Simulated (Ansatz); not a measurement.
Molecule: sum formula LaOH (charge 0, singlet). 
Coordinates optimised at B3LYP-D3(BJ)/def2-TZVP (Ansatz, a program for electronic structure):
```
O
H 1 0.9580
La 1 2.0965 2 180.00
```

Basis-set convergence of Hartree-Fock and CCSD(T) correlation energies (hartree) with Ansatz. Correlated levels leave the core frozen unless marked. No spin-orbit coupling. The frozen core is the preceding noble-gas configuration, with the filled d and f shells of earlier blocks. In def2 rows, elements after Kr have scalar-relativistic effective core potentials.

The Hartree-Fock reference is unstable (checked in the largest basis), which strains HF and MP2. 

```tsv
basis	functions	E(HF)	E(corr, CCSD(T))	rough core time
def2-SVP	51	-106.53873	-0.25104	under 20 s
def2-TZVPP	101	-106.63907	-0.31528	under 20 s
def2-QZVPP	168	-106.64477	-0.33689	26 s
```

Extrapolating the two largest sets (X = 3 and 4) as X^-3: E(corr) = (64·(-0.33689) - 27·(-0.31528))/37 = -0.3527 Eh, an estimate of the basis-set limit. The largest set recovers 95.5 % of it, the smallest 71.2 %.
